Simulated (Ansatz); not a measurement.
C2H6ClNSi can be A, `C[Si]1(Cl)CN1`, or B, `C/C=N\[SiH2]Cl`.

Isolated molecules relaxed with PBE0-D4/def2-TZVP in Ansatz; ΔE leaves out vibrations. CBS: MP2 limit from def2 TZ/QZ plus the TZ coupled-cluster correction, frozen cores. DFT in def2-TZVPP. B3LYP here is the variant with VWN-RPA as its local correlation; programs differ in this. One conformer a species, not always the lowest.

Q: Which isomer does CCSD(T)/CBS put lower? Give the gap. (Estimate.)

A: Computed: B, by 7.4 kcal/mol.

Q: Give E(B) − E(A) in kcal/mol with PBE0-D4, ωB97M-V, B2PLYP, HF/def2-TZVPP, B3LYP, CCSD(T)/def2-TZVPP, r2SCAN-D4. (Estimate.)

A: Computed: PBE0-D4 -4.9, ωB97M-V -6.2, B2PLYP -9.7, HF/def2-TZVPP -16.8, B3LYP -11.1, CCSD(T)/def2-TZVPP -8.2, r2SCAN-D4 -6.1. None reverses the order clearly.

Largest T1 diagnostic: 0.012.

From PBE to PBE0 (25 % exact exchange), in def2-TZVPP and without D4, E(B) − E(A) moves by +1.0 kcal/mol. In def2-TZVPP, CCSD(T) changes the Hartree–Fock value by +8.6 kcal/mol (the triples alone add +0.4 kcal/mol) and MP2 by +11.0 kcal/mol.
